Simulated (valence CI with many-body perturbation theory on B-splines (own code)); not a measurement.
## Basis-set convergence for Sb XXX

Calculated by configuration interaction combined with many-body perturbation theory (CI+MBPT): four valence electrons over a frozen Dirac-Fock core [Ar], a basis of 7 s, 7 p, 8 d, 6 f, 4 g, 1 h functions for each j, with the one-electron correlation potential Σ1, the two-electron term Σ2, the three-electron term Σ3, Breit, model QED; selected CI, second order for the rest, scaled by the run's own slope (own B-spline code, finite nucleus).

No measured spectrum was set against this ion. As an estimate, large intervals hold to a few tenths of a per cent, small ones and those within an open d or f shell to about a per cent. Only levels of the ground parity were solved; by the run's estimate the other parity begins above the list, which can be wrong where configurations are misplaced.

The reference run has the lowest level (3d3/2^4) J=0 and an ionisation energy of 1698.08 eV. Its largest variational space holds 17818 state functions.

Levels are named by their leading jj configuration (3d3/2^4 stands for four electrons in 3d with j = 3/2), which in mixed levels can hold well under half, so a name can repeat and another be missing. Letters in brackets count levels of one name in rising energy.

Changed runs:
A. basis 6 s, 6 p, 5 d, 5 f, 1 g
B. basis 5 s, 5 p, 4 d, 4 f

Excitation energies of the reference run in cm⁻¹, and shifts in cm⁻¹:

```csv
Level,Reference,A,B
(3d3/2^3 3d5/2) J=1,53387,-194,-352
(3d3/2^3 3d5/2) J=2,88871,-233,-382
(3d3/2^3 3d5/2) J=3,110040,-181,-243
(3d3/2^3 3d5/2) J=4,112165,-4.4,+150
(3d3/2^2 3d5/2^2) J=0 [a],159300,-12,+3.4
(3d3/2^2 3d5/2^2) J=4 [a],168948,-63,+118
(3d3/2^2 3d5/2^2) J=3 [a],190423,+53,+469
(3d3/2^2 3d5/2^2) J=2 [a],193068,+171,+726
(3d3/2^2 3d5/2^2) J=5,204277,+48,+513
(3d3/2^2 3d5/2^2) J=1,209896,+98,+485
(3d3/2^2 3d5/2^2) J=6,217996,+103,+675
(3d3/2^2 3d5/2^2) J=4 [b],236894,+147,+682
Ionisation energy (eV),1698.08,-0.09,-0.14
```
